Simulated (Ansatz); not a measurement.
The cluster B₈H₁₄. The state is a singlet with charge 0. Geometry r2SCAN-D4/def2-SVP, basis def2-TZVP, Ansatz.

Cartesian coordinates in Å:
```
B 0.807 -0.383 -1.635
B -1.527 -1.056 0.045
B 0.114 0.810 2.034
B -1.082 0.453 0.869
B -0.730 0.151 -0.960
B 1.510 1.193 1.042
B -0.412 -1.584 -1.212
B 0.895 1.012 -0.540
H 1.809 0.051 -0.934
H -0.649 -2.105 0.012
H 0.712 1.977 1.774
H -0.014 0.816 3.238
H -0.794 -2.352 -2.047
H 1.042 1.960 -1.282
H -2.135 1.045 0.975
H -1.454 0.699 -1.750
H 2.626 1.538 1.362
H 1.037 -0.402 -2.812
H 1.248 0.134 1.816
H 0.936 -1.650 -1.136
H -2.634 -1.468 -0.165
H -1.303 -0.840 1.307
```

| run | HOMO (eV) | LUMO (eV) |
| --- | --- | --- |
| A | -6.09 | -2.51 |
| B | -6.01 | -2.30 |
| C | -8.59 | -0.51 |
| D | -6.31 | -2.30 |
| E | -8.39 | -0.56 |
| F | -7.24 | -1.63 |

Another isomer (singlet) lies 1.62 eV lower at PBE0-D4/def2-TZVP; other spin states weren't run for this one.

Problem. The runs used BHLYP, BLYP, CAM-B3LYP, PBE, PBE0, r2SCAN. Estimate which is which.

Solution. A PBE (0 % exact exchange); B BLYP (0 % exact exchange); C CAM-B3LYP (range-separated); D r2SCAN (0 % exact exchange); E BHLYP (50 % exact exchange); F PBE0 (25 % exact exchange). Exact exchange lowers occupied and raises empty levels; among semilocal functionals meta-GGAs tend to open the gap a little, and such runs are hard to tell apart. The gap grows from 3.58 eV (PBE) to 8.08 eV (CAM-B3LYP).
